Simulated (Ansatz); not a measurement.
`C[SiH2][GeH2][OH]` → `C[SiH3]` + `[OH][GeH]` at 298.15 K and 1 bar (germylene formation by 1,1-elimination).

Computed with Ansatz on PBE0-D4/def2-TZVP structures; ΔE is electronic, products minus reactants. CCSD(T)/CBS adds triple-zeta CCSD(T) − MP2 to the extrapolated MP2 energy (def2 sets, frozen cores). This one scheme is used for every species. For Ge outer-core shells are correlated without core-valence functions, which leaves a few kJ/mol of doubt a bond. Scalar relativity is left out up to krypton. Each species was taken in one conformer, which may not be the lowest.

| species | CCSD(T)/CBS energy (Eh) | H − E (kJ/mol) | S (J/(mol·K)) |
| --- | --- | --- | --- |
| `C[SiH2][GeH2][OH]` | -2483.25863 | 242.6 | 374.8 |
| `C[SiH3]` | -330.73916 | 173.3 | 255.5 |
| `[OH][GeH]` | -2152.47759 | 63.5 | 255.1 |

H − E and S are ideal-gas, rigid-rotor, harmonic terms from PBE0-D4/def2-TZVP, for one conformer and one mirror image of each species. 1 Eh = 2625.50 kJ/mol, R = 8.31446 J/(mol·K).

Question: By hand: ΔE, ΔH, ΔS and ΔG.

Answer: ΔE = (-330.73916) + (-2152.47759) − (-2483.25863) = 0.04188 Eh = 110.0 kJ/mol. Δ(H − E) = 173.3 + 63.5 − 242.6 = -5.8, so ΔH = 104.2 kJ/mol. ΔS = 255.5 + 255.1 − 374.8 = 135.8 J/(mol·K). ΔG = 104.2 − 298.15 × (135.8)/1000 = 63.7 kJ/mol.

Question: By hand: the equilibrium constant, and the temperature at which ΔG would vanish if ΔH and ΔS stayed fixed.

Answer: log₁₀ K = −ΔG/(RT ln 10) = -11.2. ΔG = 0 at ΔH/ΔS = 767 K.

The number of gas molecules changes by +1, which sets the sign of ΔS. A doubt of 5 kJ/mol in ΔE shifts log₁₀ K by 0.9 here. Other conformers and mirror images would add mixing entropy, several J/(mol·K) or more a flexible species. Modes under 60 cm⁻¹, often nearly free rotors, make the harmonic entropy too high. These are equilibria of isolated gas molecules and say nothing of rates. Largest T1 diagnostic: 0.016 (customary marks: 0.02 for closed shells, 0.045 for open ones).
